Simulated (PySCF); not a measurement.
Computed IR spectrum (relative IR intensity) of a molecule C2H8BNO. The structure is a stationary point at TPSSh-D3(BJ)/def2-SVP. Other conformers were not sampled. Level of theory: TPSSh-D3(BJ)/def2-SVP (PySCF). Frequencies are harmonic and unscaled.

Lines under 2 % of the strongest are left out, and lines within 2 cm⁻¹ are merged.

```tsv
ν (cm⁻¹)	relative intensity
113	2.3
237	5.1
274	3.3
546	51
812	18
888	5.7
1006	37
1075	9.0
1081	9.1
1159	19
1244	21
1312	56
1451	80
1481	5.1
1484	39
1500	5.9
1558	100
2635	74
2985	31
2992	39
3039	41
3049	6.4
3105	21
3145	6.5
3804	9.6
```

Task: Which molecule gave these data?
A. CCOBN
B. CN(C)BO
C. CCB(N)O
D. CNB(C)O

Result: B, CN(C)BO
